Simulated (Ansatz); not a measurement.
Basis sets compared for Cs₃F₃⁺. Total charge 1; doublet. Geometry PBE0-D4/def2-SVP. Ansatz on 4 threads of Arm Neoverse V1 on a shared host; times are rough, and most runs start from earlier orbitals.

```xyz
6

Cs    2.2974    1.1871   -1.6894
Cs   -2.7861    1.3173   -0.2101
Cs    0.2626   -1.3438    1.0206
F    -0.1619    0.8329   -0.6295
F     2.5488   -1.0572    0.0688
F    -2.1608   -0.9363    1.4397
```

In the def2 sets Cs takes a core potential; there is no spin–orbit coupling. At PBE-D4/def2-SVP, PBE-D4/def2-TZVP the gap within one spin of the charge 1 doublet nearly closes, so an electron or hole may be smeared out by delocalisation error. Another isomer (doublet) lies 0.41 eV lower at PBE0-D4/def2-TZVP; other spin states weren't run for this one.

```csv
level,functions,energy (Eh),HOMO (eV),LUMO (eV),wall time
PBE-D4/def2-SVP,114,-359.4854,-9.61,-9.61,13 s
PBE0-D4/def2-SVP,114,-359.4401,-11.08,-9.04,4.8 s
```

Estimate the rows for PBE-D4/def2-TZVP (with forces), PBE0-D4/def2-TZVP.


```
                         level  functions  energy (Eh)  HOMO (eV)  LUMO (eV)  wall time
PBE-D4/def2-TZVP (with forces)        180    -359.8689     -10.00      -9.99       33 s
             PBE0-D4/def2-TZVP        180    -359.8197     -11.47      -9.32        9 s
```
